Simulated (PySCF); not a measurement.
CH12N2Si3, SMILES N[SiH](N)C[SiH2][SiH3].

Coordinates come from a PBE0-D3(BJ)/def2-SVP optimisation. This is a generated structure with no PubChem entry under its InChIKey; it may be hypothetical. Other conformers were not sampled.

These are TDA-PBE/def2-SVPD run with PySCF values and carry that method's errors.

Vertical excitations. Gas-phase values at a fixed geometry.

Computed excitation energies, oscillator strengths and character:
```
state  energy (eV)  λ (nm)      f          main pairs
-----  -----------  ------  -----  ------------------
S1            5.32     233  0.009      HOMO→LUMO 99 %
S2            5.49     226  0.009    HOMO→LUMO+1 97 %
S3            5.56     223  0.003    HOMO−1→LUMO 95 %
S4            5.69     218  0.033    HOMO→LUMO+2 92 %
S5            5.73     216  0.002  HOMO−1→LUMO+1 97 %
S6            5.84     212  0.021    HOMO→LUMO+3 87 %
T1            5.22     237      0      HOMO→LUMO 99 %
T2            5.39     230      0    HOMO→LUMO+1 97 %
```
Triplets are in the Tamm–Dancoff approximation.
